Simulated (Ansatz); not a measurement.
`C=C[SiH](F)[GeH3]` + CH₄ → `C[SiH](F)[GeH3]` + ethylene  (formal exchange of groups at the Si–C bond)

Gas-phase electronic energies from Ansatz, PBE0-D4/def2-TZVP geometries. CCSD(T)/CBS adds triple-zeta CCSD(T) − MP2 to the extrapolated MP2 energy (def2 sets, frozen cores). This one scheme is used for every species. Functionals use def2-TZVPP. B3LYP here is the variant with VWN-RPA as its local correlation; programs differ in this. For Ge outer-core shells are correlated without core-valence functions, which leaves a few kJ/mol of doubt a bond. Scalar relativity is left out up to krypton. One conformer a species, not always the lowest.

**Question.** Is it downhill or uphill in electronic energy at CCSD(T)/CBS, and by how much? (Best estimate.)

**Answer.** Computed: Uphill: ΔE = +1.6 kcal/mol.

**Question.** What do these levels give: r2SCAN, B3LYP, RPA@PBE/def2-TZVPP, HF/def2-SVP, CCSD(T)/def2-TZVPP, SCS-MP2/def2-QZVPP? (An estimate is asked.)

**Answer.** The calculation gave: r2SCAN 1.7, B3LYP 1.4, RPA@PBE/def2-TZVPP 1.8, HF/def2-SVP 1.4, CCSD(T)/def2-TZVPP 1.7, SCS-MP2/def2-QZVPP 2.0 kcal/mol.

Largest T1 diagnostic among the species: 0.012.

The D4 term adds +0.8 kcal/mol with B3LYP and +0.5 kcal/mol with PBE0; it sums over pairs of atoms, weighted by their polarisabilities, and B3LYP, whose exchange is more repulsive, gets the larger term. Leaving LDA and LC-ωPBE aside and taking each functional with its dispersion term where it has one, the values, not all of them listed here, spread over 1.2 kcal/mol, from ωB97M-V to BLYP-D4.
